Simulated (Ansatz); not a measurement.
A nudged elastic band was laid between two geometries of F5HW + H3P (11 atoms, charge 0, multiplicity 1).

These are results of RKS LDA/def2-SVP in Ansatz 0.2.0, not measurements.

```
movable images  : 5
climbing image  : yes
spring          : 5.0 eV/Å²
optimiser       : quadratic models (default)
start path      : through a guess of the saddle point
force threshold : 0.03 eV/Å
iteration limit : 60
end points      : relaxed
```

Initial state:

```xyz
11
Properties=species:S:1:pos:R:3
W 0.119 -0.138 -0.239
H 0.191 -0.495 1.430
F 1.942 -0.436 -0.174
F 0.684 1.395 -1.130
F -1.176 0.929 0.537
F 0.090 -1.990 -0.245
F -1.187 -0.448 -1.515
P 1.813 2.228 1.961
H 2.884 1.431 1.419
H 1.489 2.774 0.667
H 0.858 1.138 1.817
```

Final state:

```xyz
11
Properties=species:S:1:pos:R:3
W 0.294 0.363 -0.476
H 0.166 -0.933 2.759
F 1.903 -0.559 -0.321
F 0.290 1.761 -1.696
F -1.084 1.337 0.281
F -0.477 -0.993 0.519
F 0.192 -0.621 -2.054
P 1.632 1.691 1.093
H 2.917 1.723 0.461
H 1.231 3.047 0.842
H 0.643 -0.426 3.120
```

(1) Which bonds break or form, and what moves?

(2) Give the energies along the band, and the barrier.

(3) What is the geometry of the highest image?

(4) What are the harmonic wavenumbers there?

Answers

(1) Bonds broken: W1–H2, P8–H11. Bonds formed: W1–P8, H2–H11. F5HW + H3P becomes F5H2PW + H2.

(2) The run converged. The highest image is number 2 of 0 to 6, 0.237 eV above the first end and 0.330 eV above the last; the last end lies 0.093 eV below the first. A vibrational analysis at the climbing image gives one clearly imaginary mode, 58i cm⁻¹: a first-order saddle point. The orbitals stay closed-shell, which can raise the energy where a bond breaks towards radicals; this wasn't checked here.

```json
{"image": "0", "path coordinate (Å)": "0.00", "energy (eV)": "0.000", "W1–H2 (Å)": "1.71", "P8–H11 (Å)": "1.46", "W1–P8 (Å)": "3.65"}
{"image": "1", "path coordinate (Å)": "2.09", "energy (eV)": "0.039", "W1–H2 (Å)": "1.71", "P8–H11 (Å)": "1.45", "W1–P8 (Å)": "3.65"}
{"image": "2", "path coordinate (Å)": "4.17", "energy (eV)": "0.237", "W1–H2 (Å)": "1.88", "P8–H11 (Å)": "1.90", "W1–P8 (Å)": "2.69"}
{"image": "3", "path coordinate (Å)": "5.47", "energy (eV)": "0.158", "W1–H2 (Å)": "2.10", "P8–H11 (Å)": "2.26", "W1–P8 (Å)": "2.57"}
{"image": "4", "path coordinate (Å)": "6.77", "energy (eV)": "0.081", "W1–H2 (Å)": "2.87", "P8–H11 (Å)": "2.73", "W1–P8 (Å)": "2.52"}
{"image": "5", "path coordinate (Å)": "8.07", "energy (eV)": "0.005", "W1–H2 (Å)": "3.18", "P8–H11 (Å)": "2.78", "W1–P8 (Å)": "2.50"}
{"image": "6", "path coordinate (Å)": "9.37", "energy (eV)": "-0.093", "W1–H2 (Å)": "3.49", "P8–H11 (Å)": "3.09", "W1–P8 (Å)": "2.45"}
```

(3) 
```xyz
11
Properties=species:S:1:pos:R:3
W 0.139 0.196 -0.125
H 0.840 -0.530 1.459
F 1.853 -0.207 -0.664
F -0.022 1.908 -0.917
F -1.255 0.574 1.012
F -0.268 -1.630 0.160
F -0.602 -0.210 -1.768
P 1.298 2.186 1.262
H 2.172 1.627 2.282
H 2.371 2.171 0.300
H 1.181 0.304 1.528
```

(4) 58i, 113, 146, 175, 196, 210, 229, 234, 268, 301, 355, 539, 586, 631, 650, 664, 712, 714, 730, 761, 932, 1035, 1136, 1533, 2250, 2337, 2632 cm⁻¹.

Time of the run: 3.4 min on 4 threads of Arm Neoverse V2, with other jobs on the host, peak memory 0.22 GiB.
